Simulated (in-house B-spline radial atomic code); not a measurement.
# Ionising Ne5+ with different functionals

Computed with a radial B-spline atomic code at the basis-set limit: scalar-relativistic (spin-free X2C) Hamiltonian, Fermi nucleus of rms radius 3.0055 fm, spin-polarised at highest spin, spherical fractional occupations for the functionals, the average over the highest-spin determinants for Hartree-Fock. The ionisation energy is the difference of two self-consistent energies, [He] 2s2 2p1 → [He] 2s2, without Breit or QED terms; ε is the level of the shell that loses the electron (its least bound occupied spin orbital).

Hybrids are left out here: with spherical fractional occupations of an open shell their exact exchange keeps a self-interaction that integer-occupation calculations don't have.

| method | rung | ΔSCF (eV) | -ε(2p) (eV) |
| --- | --- | --- | --- |
| Hartree-Fock | Hartree-Fock | 157.87 | 158.53 |
| LDA VWN5 | LDA | 158.16 | 142.37 |
| LDA PW92 | LDA | 158.15 | 142.35 |
| LDA exchange-only | LDA | 156.35 | 140.69 |
| PBE | GGA | 158.17 | 142.36 |
| PBEsol | GGA | 157.83 | 142.11 |
| BLYP | GGA | 158.43 | 142.59 |
| RPBE | GGA | ? | ? |
| PW91 | GGA | ? | ? |
| BP86 | GGA | 158.18 | 142.41 |
| AM05 | GGA | 157.73 | 142.06 |
| OLYP | GGA | 157.98 | 142.53 |
| TPSS | meta-GGA | 157.91 | 142.42 |
| SCAN | meta-GGA | 157.62 | 142.52 |
| r2SCAN | meta-GGA | 157.52 | 142.45 |
| revTPSS | meta-GGA | 157.56 | 142.12 |

Task: What does PW91 give?

Result: ΔSCF 158.39 eV, and -ε(2p) = 142.59 eV.

Task: What does RPBE give?

Result: ΔSCF 157.99 eV, and -ε(2p) = 142.25 eV.

Task: How do they compare with the NIST value?

Result: NIST lists 157.93 eV ± 0.005 (measured, ground level to ground level). Errors run from -1.59 to +0.50 eV; TPSS is closest (-0.02 eV), but part of that can be cancellation, since the calculations leave out spin-orbit coupling, Breit-QED terms, multiplet and fine-structure energies. Hartree-Fock also lacks correlation.
